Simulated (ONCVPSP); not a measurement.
## Plane-wave convergence, ONCV potential for platinum

* Element: platinum (Pt)
* Generator: ONCVPSP 4.0.1
* Type: optimised norm-conserving Vanderbilt (ONCV)
* Functional: PBEsol
* Relativity: fully relativistic
* Frozen core: [Kr] 4d10
* Valence charge: 32
* Reference configuration: 4f14 5s2 5p6 5d9 (charge +1)
* Partial waves: 5s: rc 1.30 bohr, ncon 5, nbas 10, qcut 7.6 1/bohr, 2 projectors, debl 0.6 Ha; 5p: rc 1.40 bohr, ncon 3, nbas 6, qcut 12.5 1/bohr, 2 projectors, debl 1.9 Ha; 5d: rc 1.70 bohr, ncon 4, nbas 9, qcut 8.5 1/bohr, 1 projector; 4f: rc 0.55 bohr, ncon 3, nbas 7, qcut 35.1 1/bohr, 2 projectors, debl 2.9 Ha
* Local potential: polynomial inside 0.45 bohr (lpopt 3, dvloc0 -1 Ha)
* Core correction: Teter function, fcfact 3.5, rcfact 1.25

Open shells are filled in proportion to 2j + 1.

In the s channel the program set the typed energies aside and used -4.037, 0.250 Ha. In the p channel the program set the typed energies aside and used -2.215, 0.250 Ha (j = l + 1/2; the other j can differ).

Q: For each optimised wave give the share of its norm inside rc, the residual kinetic energy above qcut (Ha) and the cutoffs (Ha) for errors of 10, 1, 0.1 and 0.01 mHa per electron.

A:

| wave | norm inside rc | residual KE | 10 mHa | 1 mHa | 0.1 mHa | 0.01 mHa |
| --- | --- | --- | --- | --- | --- | --- |
| 5s | 0.869 | 1.5e-03 | 23.6 | 37.4 | 160.9 | 185.6 |
| s projector 2 | 0.025 | 3.1e-04 | 18.6 | 25.6 | 42.3 | 113.0 |
| 5p j=3/2 | 0.780 | 6.5e-08 | 32.3 | 41.4 | 48.4 | 53.8 |
| p projector 2 j=3/2 | 0.026 | 4.3e-09 | 19.3 | 33.8 | 43.8 | 52.0 |
| 5p j=1/2 | 0.858 | 8.6e-08 | 32.3 | 41.8 | 48.9 | 54.4 |
| p projector 2 j=1/2 | 0.024 | 3.1e-09 | 11.5 | 34.4 | 45.3 | 53.7 |
| 5d j=5/2 | 0.595 | 1.3e-08 | 14.8 | 19.4 | 23.6 | 26.9 |
| 5d j=3/2 | 0.634 | 1.2e-08 | 15.8 | 20.8 | 25.0 | 28.6 |
| 4f j=7/2 | 0.629 | 1.1e-07 | 401.4 | 463.7 | 514.7 | 554.1 |
| f projector 2 j=7/2 | 0.000 | 5.3e-11 | 46.4 | 186.2 | 292.6 | 375.8 |
| 4f j=5/2 | 0.641 | 1.2e-07 | 403.9 | 465.6 | 516.2 | 555.5 |
| f projector 2 j=5/2 | 0.000 | 5.7e-11 | 44.9 | 186.9 | 293.6 | 377.0 |

The occupied waves need 466 Ha and 516 Ha for 1 and 0.1 mHa. Rows with under 1 % of the norm inside rc give no meaningful cutoff. Note: ghosts flagged at negative energy: s at -1352.6 eV, p3/2 at -748.7 eV, d5/2 at -182.6 eV, p1/2 at -580.7 eV, d3/2 at -163.4 eV; GHOST(+) flagged for s at 274.6 eV. A true bound ghost makes a file unfit for plane-wave use.
